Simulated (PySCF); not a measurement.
Polarisability and C₆ of W⁺ (tungsten, charge +1)

[Xe] 4f14 5d4 6s1, high-spin 6D determinant. Computed with PySCF 2.14 in x2c-TZVPPall with one added diffuse shell each of s, p, d, f type (12s8p8d4f1g, 113 functions), with scalar relativity by spin-free X2C-1e. Coupled (time-dependent) response in atomic units; α is the mean over directions.

```json
{"method": "UHF", "mean α (bohr³)": "44.29", "α xx, yy, zz": "43.75, 43.75, 45.38", "C₆ (like pair)": "391.4", "S(−4)": "924.2"}
```

S(−4) is the Cauchy moment in α(ω) = α(0) + S(−4) ω² + …

Spin-orbit coupling is absent.

α(iu) at UHF:

| u (hartree) | α(iu) (bohr³) |
| --- | --- |
| 0 | 44.29 |
| 0.0500 | 42.12 |
| 0.100 | 36.94 |
| 0.200 | 25.87 |
| 0.300 | 18.50 |
| 0.500 | 11.21 |
| 0.750 | 7.322 |
| 1.00 | 5.324 |
| 1.50 | 3.275 |
| 2.00 | 2.241 |
| 3.00 | 1.239 |
| 5.00 | 0.5363 |

A single London oscillator, α(iu) = α/(1 + u²/ω²), gives C₆ = (3/4) ω α². Matching the computed C₆ needs ω = 4 × 391.4 / (3 × 44.29²) = 0.266 hartree.

For an ion, C₆ is the dispersion term alone; charge-induced terms of lower order in 1/R come first.

The components differ because the open shell of this determinant is not spherical; for a pure term their mean is the scalar polarisability.

Spin-orbit coupling, absent here, splits the open shell strongly.
